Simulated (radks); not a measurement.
Br3+, configuration [Ar] 3d10 4s1.5 4p2 4d0.5 (fractional occupations, a model configuration). Method: Dirac Kohn-Sham, PBEsol, spin-unpolarised, spherical densities, finite nucleus; open shells fill j = l - 1/2 first; Fermi nuclear charge, rms radius 4.1629 fm; computed with a radial shooting solver on a logarithmic mesh with Libxc functionals.

Radial electron density D(r) = 4 pi r^2 rho(r):

```
   r/bohr * D(r) (the largest magnitude, 51.5, reaches the edge; | marks zero)
 0.006499 |           *
  0.00853 |                 *
   0.0112 |                        *
   0.0147 |                                *
  0.01945 |                                        *
  0.02552 |                                             *
   0.0335 |                                             *
  0.04433 |                                         *
  0.05818 |                                     *
  0.07637 |                                       *
   0.1002 |                                                *
   0.1326 |                                                      *
   0.1741 |                                                *
   0.2285 |                                  *
   0.3024 |                             *
   0.3969 |                                   *
   0.5209 |                                  *
   0.6838 |                      *
   0.9047 |         *
    1.188 |    *
    1.559 |  *
    2.062 | *
    2.707 |*
    3.553 *
    4.664 *
    6.171 *
```

D(r) has 3 maxima, at r = 0.0300, 0.134, 0.451 bohr, and minima at 0.0625, 0.286 bohr, inside which lie 2.09, 11.04 electrons.
